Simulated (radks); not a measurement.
Values are calculated unless marked as measured or tabulated.
Kinetic energies: the exact non-interacting value of the Kohn-Sham orbitals and orbital-free approximations, as 100 (|E| - |E exact|)/|E exact|, negative where the magnitude is too small. Species: Al3+ [Ne]; Kr [Kr]. Level of theory: non-relativistic Kohn-Sham, LDA (Slater exchange, Perdew-Wang correlation), spin-polarised, spherical densities, point nucleus (a radial shooting solver on a logarithmic mesh with Libxc functionals). Every spin shell is full or empty, so the densities are truly spherical. Functionals are evaluated on that one density, not self-consistently.

functional	Al3+	Kr
exact (hartree)	238.755	2747.81
Thomas-Fermi	-7.70	-5.88
TF + vW/9	-0.46	-0.73
TF + vW/5	+5.33	+3.38
APBEK	+0.29	+0.10
revAPBEK	+0.70	+0.32
Perdew 92	-0.45	-0.72
Pearson	-1.81	-1.07
PG1	+27.47	+17.15
DePristo-Kress	+0.10	-0.09
Ernzerhof	+0.37	-0.40
